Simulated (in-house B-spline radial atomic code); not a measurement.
## N²⁺: [He] 2s2 2p1

Level of theory: non-relativistic B3LYP, spin-polarised, spherical fractional occupations, exact exchange averaged over the configuration, point nucleus; calculated with an all-electron radial atomic-structure program (B-spline basis).

Effective charges: Z_r = [3n² - l(l+1)]/(2<r>) from the radius, Z_e = n√(-2ε) from the energy, and Slater's rules. Values are occupation-weighted means over spin.

```
shell  electrons   ε (eV)  <r> (bohr)   Z_r   Z_e  Slater
   1s          2  -432.61      0.2293  6.54  5.64    6.70
   2s          2  -50.709       1.175  5.11  3.86    4.60
   2p          1  -40.719       1.123  4.45  3.46    4.60
```

The least bound orbital is 2p up at -40.72 eV, while the most diffuse is 2s down (<r> = 1.184 bohr against 1.123 bohr): energy order and size order differ.
